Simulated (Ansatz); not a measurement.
Ansatz (an electronic-structure program) job for dimethyl telluride (C₂H₆Te), SMILES C[Te]C, B3LYP-D3(BJ)/def2-SVP. 

Ansatz 0.2 input:
```yaml
crystal:
  periodic: [false, false, false]
  atoms:
    - {symbol: C, position_ang: [1.56099090, 0.00000000, 1.08916621]}
    - {symbol: Te, position_ang: [-0.00000000, 0.00000000, -0.40520651]}
    - {symbol: C, position_ang: [-1.56099089, -0.00000000, 1.08916623]}
    - {symbol: H, position_ang: [1.48382831, 0.88428273, 1.70884512]}
    - {symbol: H, position_ang: [2.51628394, -0.00000000, 0.58268168]}
    - {symbol: H, position_ang: [1.48382830, -0.88428274, 1.70884512]}
    - {symbol: H, position_ang: [-1.48382829, 0.88428273, 1.70884514]}
    - {symbol: H, position_ang: [-2.51628393, 0.00000000, 0.58268170]}
    - {symbol: H, position_ang: [-1.48382829, -0.88428273, 1.70884513]}
basis:
  gaussian:
    orbitals: def2-SVP
hamiltonian:
  xc: b3lyp
  dispersion: d3bj
relax: {f_tol: 0.002, max_steps: 200}
```

It prints:

```
WARN ansatz: RAYON_NUM_THREADS=1 ignored (pool sized by the plan → 1); use --threads N
Functional definition: B3LYP
integrals: 0.04 GiB planned
1031 factors; integrals over basis functions are off by at most 2.5e-4 eV
mean field: 0.31 GiB planned
mean field evaluation 1: about -9456.6431 eV, gradient 6.0e1 eV
mean field evaluation 2: about -9446.1209 eV, gradient 8.1e1 eV
mean field evaluation 4: about -9465.6646 eV, gradient 1.8e0 eV
mean field evaluation 8: about -9465.7001 eV, gradient 8.1e-2 eV
mean field evaluation 16: about -9465.7002 eV, gradient 3.3e-6 eV
mean field -9465.70016124 eV, -347.8580648437 hartree, gradient 3.3e-6 eV, S^2 0.000000; 0 other end points of the search recorded, 0 dependent functions left out
the calculation of the forces begins
reference -9465.70038540 eV, -347.8580730812 hartree; 21, 21 occupied and 63, 63 virtual orbitals, 1031 factors
relax step   1: F+E_penalty+E_count = -9466.02207806 eV  Δ(F+E_penalty+E_count) = +0.000e0 eV  max|allowed force component| = 5.241e-1 eV/Å  Δτ_max = 0.0000 Å  (28 SCF iters, accepted)
these checks for a lower state are left out or cut short: starts, cluster_reference, orbital_swaps, neighbouring_geometries, increment
integrals: 0.04 GiB planned
1031 factors; integrals over basis functions are off by at most 2.6e-4 eV
mean field: 0.31 GiB planned
mean field -9465.73342252 eV, -347.8592871730 hartree, gradient 8.2e-6 eV, S^2 0.000000; 0 other end points of the search recorded, 0 dependent functions left out
the calculation of the forces begins
reference -9465.73364866 eV, -347.8592954834 hartree; 21, 21 occupied and 63, 63 virtual orbitals, 1031 factors
relax step   2: F+E_penalty+E_count = -9466.05228630 eV  Δ(F+E_penalty+E_count) = -3.021e-2 eV  max|allowed force component| = 1.822e-1 eV/Å  Δτ_max = 0.0418 Å  (31 SCF iters, accepted)
these checks for a lower state are left out or cut short: starts, cluster_reference, orbital_swaps, neighbouring_geometries, increment
integrals: 0.04 GiB planned
1031 factors; integrals over basis functions are off by at most 2.7e-4 eV
mean field: 0.31 GiB planned
mean field evaluation 32: about -9465.7307 eV, gradient 8.3e-6 eV
mean field -9465.73068696 eV, -347.8591866432 hartree, gradient 8.3e-6 eV, S^2 0.000000; 0 other end points of the search recorded, 0 dependent functions left out
the calculation of the forces begins
reference -9465.73091299 eV, -347.8591949494 hartree; 21, 21 occupied and 63, 63 virtual orbitals, 1031 factors
relax step   3: F+E_penalty+E_count = -9466.04960507 eV  Δ(F+E_penalty+E_count) = +2.681e-3 eV  max|allowed force component| = 2.248e-1 eV/Å  Δτ_max = 0.0373 Å  (31 SCF iters, rejected (line search))
these checks for a lower state are left out or cut short: starts, cluster_reference, orbital_swaps, neighbouring_geometries, increment
integrals: 0.04 GiB planned
1031 factors; integrals over basis functions are off by at most 2.6e-4 eV
mean field: 0.31 GiB planned
mean field -9465.73095491 eV, -347.8591964901 hartree, gradient 8.0e-6 eV, S^2 0.000000; 0 other end points of the search recorded, 0 dependent functions left out
the calculation of the forces begins
reference -9465.73118025 eV, -347.8592047710 hartree; 21, 21 occupied and 63, 63 virtual orbitals, 1031 factors
relax step   4: F+E_penalty+E_count = -9466.05018533 eV  Δ(F+E_penalty+E_count) = +2.101e-3 eV  max|allowed force component| = 3.031e-1 eV/Å  Δτ_max = 0.0176 Å  (30 SCF iters, rejected (line search))
these checks for a lower state are left out or cut short: starts, cluster_reference, orbital_swaps, neighbouring_geometries, increment
integrals: 0.04 GiB planned
1031 factors; integrals over basis functions are off by at most 2.6e-4 eV
mean field: 0.31 GiB planned
mean field -9465.73613575 eV, -347.8593868825 hartree, gradient 1.7e-5 eV, S^2 0.000000; 0 other end points of the search recorded, 0 dependent functions left out
the calculation of the forces begins
reference -9465.73636176 eV, -347.8593951880 hartree; 21, 21 occupied and 63, 63 virtual orbitals, 1031 factors
relax step   5: F+E_penalty+E_count = -9466.05500876 eV  Δ(F+E_penalty+E_count) = -2.722e-3 eV  max|allowed force component| = 1.870e-2 eV/Å  Δτ_max = 0.0087 Å  (24 SCF iters, accepted)
these checks for a lower state are left out or cut short: starts, cluster_reference, orbital_swaps, neighbouring_geometries, increment
integrals: 0.04 GiB planned
1031 factors; integrals over basis functions are off by at most 2.6e-4 eV
mean field: 0.31 GiB planned
mean field -9465.73591425 eV, -347.8593787425 hartree, gradient 7.4e-6 eV, S^2 0.000000; 0 other end points of the search recorded, 0 dependent functions left out
the calculation of the forces begins
reference -9465.73614012 eV, -347.8593870428 hartree; 21, 21 occupied and 63, 63 virtual orbitals, 1031 factors
relax step   6: F+E_penalty+E_count = -9466.05510034 eV  Δ(F+E_penalty+E_count) = -9.158e-5 eV  max|allowed force component| = 7.793e-3 eV/Å  Δτ_max = 0.0054 Å  (22 SCF iters, accepted)
these checks for a lower state are left out or cut short: starts, cluster_reference, orbital_swaps, neighbouring_geometries, increment
integrals: 0.04 GiB planned
1031 factors; integrals over basis functions are off by at most 2.6e-4 eV
mean field: 0.31 GiB planned
mean field -9465.73589636 eV, -347.8593780849 hartree, gradient 2.8e-5 eV, S^2 0.000000; 0 other end points of the search recorded, 0 dependent functions left out
the calculation of the forces begins
reference -9465.73612222 eV, -347.8593863851 hartree; 21, 21 occupied and 63, 63 virtual orbitals, 1031 factors
relax step   7: F+E_penalty+E_count = -9466.05511080 eV  Δ(F+E_penalty+E_count) = -1.046e-5 eV  max|allowed force component| = 1.874e-3 eV/Å  Δτ_max = 0.0009 Å  (19 SCF iters, accepted)
integrals: 0.04 GiB planned
1031 factors; integrals over basis functions are off by at most 2.6e-4 eV
mean field: 0.31 GiB planned
mean field evaluation 64: about -9465.5450 eV, gradient 7.0e0 eV
mean field -9465.73589636 eV, -347.8593780849 hartree, gradient 2.8e-5 eV, S^2 0.000000; 1 other end points of the search recorded, 0 dependent functions left out
the calculation of the forces begins
reference -9465.73612222 eV, -347.8593863851 hartree; 21, 21 occupied and 63, 63 virtual orbitals, 1031 factors
Total energy: -9466.05533666 eV, -347.8711172995 hartree
Atom 0 at     1.586986    -0.000000     1.095972 Å, force    -0.001368     0.000000     0.000249 eV/Å
Atom 1 at     0.000000    -0.000000    -0.391971 Å, force     0.000000    -0.000000     0.001846 eV/Å
Atom 2 at    -1.586986     0.000000     1.095972 Å, force     0.001368     0.000000     0.000249 eV/Å
Atom 3 at     1.512546     0.903108     1.715430 Å, force    -0.000478    -0.000868    -0.000087 eV/Å
Atom 4 at     2.543542     0.000000     0.556089 Å, force     0.001874     0.000000    -0.000998 eV/Å
Atom 5 at     1.512546    -0.903108     1.715430 Å, force    -0.000478     0.000868    -0.000087 eV/Å
Atom 6 at    -1.512546     0.903108     1.715430 Å, force     0.000478    -0.000868    -0.000087 eV/Å
Atom 7 at    -2.543542    -0.000000     0.556089 Å, force    -0.001874     0.000000    -0.000998 eV/Å
Atom 8 at    -1.512546    -0.903108     1.715430 Å, force     0.000478     0.000868    -0.000087 eV/Å
Dipole moment:     0.000000    -0.000000     0.232425 e Å
```

The calculation finished and met its thresholds.

Cost: roughly 30 core-seconds.
